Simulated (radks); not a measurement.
Results of a calculation; reference values are marked as such.
Question: S III, 14 electrons, occupied as [Ne] 3s1 3p3 (not the ground configuration). Code: a radial shooting solver on a logarithmic mesh with Libxc functionals. Model: non-relativistic Kohn-Sham, PBEsol, spin-polarised, spherical densities, point nucleus; open shells are filled with parallel spins first. Some entries of the table are withheld. Estimate them.

| orbital | occ. | eigenvalue (eV) | <1/r> (bohr^-1) |
|---|---|---|---|
| 1s up | 1 | -2420.511 | 15.54 |
| 1s down | 1 | -2419.721 | 15.54 |
| 2s up | 1 | -236.5281 | 3.044 |
| 2s down | 1 | -235.6353 | 3.046 |
| 2p up | 3 | -183.0080 | (1) |
| 2p down | 3 | -181.9168 | (2) |
| 3s up | 1 | (3) | 0.8787 |
| 3p up | 3 | -30.1050 | 0.7800 |

Answer: 
(1) 2p up <1/r> (bohr^-1): 2.953
(2) 2p down <1/r> (bohr^-1): 2.955
(3) 3s up eigenvalue (eV): -41.5438
